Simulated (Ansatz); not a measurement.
C₂H₈BGa (`B[CH2][GaH][CH3]`). Charge 0, multiplicity 1. Geometry: relaxed with PBE0-D4/def2-TZVP. It is one conformer, not always the lowest.

```xyz
12

B    -1.845   -0.063    0.267
C    -0.890   -1.228    0.331
Ga    0.855   -0.227    0.562
C     1.472    1.016   -0.824
H    -2.018    0.532   -0.762
H    -2.372    0.357    1.261
H    -0.936   -1.909    1.180
H    -0.678   -1.745   -0.612
H     1.679   -0.567    1.857
H     1.102    2.018   -0.582
H     1.070    0.750   -1.803
H     2.560    1.067   -0.877
```

What is the dipole moment at ωB97M-V/def2-TZVPP? (An estimate is asked.)

Computed: 1.49 D, with components (1.37, -0.40, -0.41) D in this frame, pointing from negative to positive charge.

And with PBE, r2SCAN, B3LYP? (Estimate.)

Ansatz gave: PBE 1.61 D, r2SCAN 1.55 D, B3LYP 1.50 D.

Give the Mulliken charges with ωB97M-V, B3LYP, r2SCAN in def2-TZVPP. (Estimate.)

Computed: 
| atom | ωB97M-V | B3LYP | r2SCAN |
| --- | --- | --- | --- |
| B1 | -0.25 | -0.17 | -0.11 |
| C2 | -0.33 | -0.24 | -0.22 |
| Ga3 | 0.31 | 0.27 | 0.29 |
| C4 | -0.46 | -0.37 | -0.29 |
| H5 | 0.07 | 0.02 | -0.01 |
| H6 | 0.07 | 0.02 | 0.00 |
| H7 | 0.13 | 0.11 | 0.09 |
| H8 | 0.12 | 0.10 | 0.09 |
| H9 | -0.02 | -0.05 | -0.06 |
| H10 | 0.12 | 0.09 | 0.07 |
| H11 | 0.12 | 0.10 | 0.08 |
| H12 | 0.12 | 0.10 | 0.08 |

B3LYP here is the variant with VWN-RPA as its local correlation; programs differ in this.
